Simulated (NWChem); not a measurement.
# CH9NSi2; SMILES NC([SiH3])[SiH3]

Computed with NWChem. Coordinates come from a PBE0/def2-SVP optimisation. No frequency run checked for a minimum. Level: M05-2X/def2-SVP with SMD, gas-phase geometry; reactions with the solvents are ignored. One conformer.

| SMD term (kcal/mol) | water | toluene |
|---|---|---|
| distortion of the solute's density | 0.51 | 0.15 |
| polarisation | -4.82 | -2.56 |
| cavity, dispersion and structure | 4.54 | 0.41 |

Sum the solvation free energies, find the transfer free energy from water to toluene and the partition coefficient at 298.15 K.


1. ΔG(solv, water) = 0.23 kcal/mol and ΔG(solv, toluene) = -2.00 kcal/mol (1 M gas to 1 M solution).
2. Transfer: -2.00 − (0.23) = -2.23 kcal/mol.
3. log₁₀ K(toluene/water) = −ΔG/(RT ln 10) = 2.23/1.364 = 1.6, so the model puts more of the solute in toluene.
4. Of the transfer energy, 1.90 kcal/mol is electrostatic and -4.13 comes from the non-electrostatic term. The two phases are taken as the pure solvents.
